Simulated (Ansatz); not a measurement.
Basis-set extrapolation for `F[SiH2]C(F)Cl` (PBE0-D4/def2-TZVP geometry, frozen core, Ansatz). Multiplicity 1, RHF reference.

```csv
,def2-TZVPP,def2-QZVPP
HF,-987.105342,-987.138365
MP2 correlation,-0.973521,-1.062881
CCSD(T) correlation,-1.046078,not run
```

Energies in hartree. Use E(X) = E(∞) + A·exp(−7.88·√X) for Hartree–Fock and E(X) = E(∞) + B·X^(−2.97) for correlation, with X = 3 and 4, and add CCSD(T) minus MP2 of the smaller set to the MP2 limit.

What is the CCSD(T) energy at the basis-set limit?

HF limit: -987.138365 + (-0.033023) × 0.13774 = -987.14291. MP2 limit: -1.062881 + (-0.089360) × 0.74074 = -1.12907. Higher-order term: -1.046078 − (-0.973521) = -0.07256. Total: -988.34454 hartree, 121.2 kcal/mol below CCSD(T)/def2-TZVPP.
